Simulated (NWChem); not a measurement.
Molecule: CHF$_{2}$NOSi; SMILES N#CO[SiH](F)F

```xyz
7

N      0.1125    -2.9808    -0.0859
C     -0.1851    -1.8770     0.1108
O     -0.5426    -0.6680     0.3462
Si     0.0231     0.7549    -0.3463
F      1.4719     1.0535     0.2509
F     -0.9961     1.8623     0.1739
H      0.0583     0.6609    -1.8080
```
Atoms are numbered in this order, from 1.

All runs: NWChem. Pople sets run with spherical d functions. Geometry: optimised at PBE0/def2-SVP. Level B3LYP/6-31G*: energy and gradient on several grids; changes count from the extra-fine grid, which is no exact limit either.

```csv
grid,size of the energy change (μHa),largest change of a gradient component (μHa/bohr)
xcoarse,8000,3000
coarse,50,100
medium,< 10,40
fine,< 10,< 30
xfine,< 10,< 30
```
